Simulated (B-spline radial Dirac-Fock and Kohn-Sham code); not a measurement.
**How the binding energies of Ce²⁰⁺ add up**

System: Ce²⁰⁺, [Kr] 4d2; nuclear rms radius 4.8771 fm (A = 140).

Level of theory: Dirac-Fock ΔSCF + Breit + QED; a radial finite-basis atomic code. Correlation energy is missing from these numbers. Energies are counted from the vacuum level.

All terms are in eV, carry their sign (relaxation lowers the binding energy) and add up to the binding energy; ⟨r⟩ is the mean radius of the orbital in the initial state.

```
subshell  −ε (Koopmans)  relaxation    Gaunt  retardation     QED  binding energy  ⟨r⟩ (bohr)
      1s        41215.1      -56.42  -113.09         9.57  -52.90         41002.3       0.025
      2s         7155.2      -24.83   -11.17         0.72   -6.91          7113.0       0.105
   2p1/2         6769.6      -28.49   -19.44         2.15    0.40          6724.2       0.088
   2p3/2         6321.2      -26.88   -13.90         2.65   -0.38          6282.7       0.094
      3s         1984.6       -6.54    -1.87         0.10   -1.50          1974.8       0.275
   3p1/2         1821.2       -7.09    -3.37         0.35    0.08          1811.2       0.265
   3p3/2         1729.7       -6.58    -2.28         0.47   -0.08          1721.2       0.277
   3d3/2         1448.2       -8.18    -1.26         0.10    0.14          1439.0       0.248
   3d5/2         1428.7       -7.95    -0.78         0.11    0.09               ?       0.252
      4s          772.3       -0.90    -0.48         0.04   -0.39           770.6       0.598
   4p1/2          703.1       -0.93    -0.83         0.10    0.02           701.4       0.607
   4p3/2          679.7       -0.85    -0.56         0.13   -0.02           678.4       0.626
      4d          575.9       -0.80    -0.19         0.04    0.03           575.0       0.644
```

**Question.** Which binding energy belongs in the row of 3d5/2?

**Answer.** 1420.2 eV, the sum of the terms in that row (to rounding).

For the deepest level, K (1s), the Breit terms make up -0.252 % of the binding energy, QED -0.129 % and orbital relaxation -0.138 %.

Spin-orbit splittings: 2p 441.6 eV, 3p 90.01 eV, 3d 18.83 eV, 4p 23.04 eV.

Going to the tabulated ground configuration of the next ion removes an electron from N4,5 (4d), computed at 575.0 eV. NIST lists 579 ± 4 eV as the ionisation energy of this species (theoretical), +3.98 eV from the computed value, within the stated uncertainty.
